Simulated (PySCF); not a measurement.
**One molecule, a ladder of functionals, a line**

Molecule: SMILES [O+]([BH3-])(C)C(F)F, C₂H₇BF₂O.

Structure with atom numbers: `[BH3-:1][O+:2]([CH3:3])[CH:4]([F:5])[F:6]`; H(Xn) means a hydrogen on atom n.

GIAO shieldings (ppm, equivalent atoms averaged) in PySCF 2.14.0 with density-fitted response routines on the PBE0-D3(BJ)/def2-SVP geometry, basis pcSseg-1, gas phase, non-relativistic:

| functional | exact exchange (%) | σ(B1) | σ(O2) | σ(C4) | σ(C3) |
| --- | --- | --- | --- | --- | --- |
| BLYP | 0 | 89.8 | 231.0 | 48.5 | 110.9 |
| BP86 | 0 | 92.9 | 236.9 | 54.1 | 115.4 |
| PBE | 0 | 92.6 | 236.6 | 54.4 | 116.0 |
| B3LYP | 20 | 93.3 | 243.0 | 56.3 | 116.1 |
| PBE0 | 25 | 96.9 | 250.8 | 63.4 | 121.9 |
| mPW1PW91 | 25 | 96.8 | 249.9 | 62.7 | 121.1 |
| HF | 100 | 107.9 | 281.0 | 85.6 | 134.0 |

Question: Fit each shielding as a line in the percentage of exact exchange.

Answer: σ(B1) = 91.8 + 0.16 x (rms 1.2 ppm); σ(O2) = 235.8 + 0.46 x (rms 2.6 ppm); σ(C4) = 52.6 + 0.33 x (rms 2.4 ppm); σ(C3) = 114.5 + 0.20 x (rms 2.1 ppm). The functionals also differ in their semilocal parts, which the line can't hold; Hartree–Fock has no correlation at all.

Question: What does the line predict for BHandHLYP (50 %), and what does the run give?

Answer: σ(B1): 99.8 predicted, 98.4 computed; σ(O2): 258.8 predicted, 258.5 computed; σ(C4): 69.1 predicted, 67.2 computed; σ(C3): 124.5 predicted, 122.9 computed ppm.
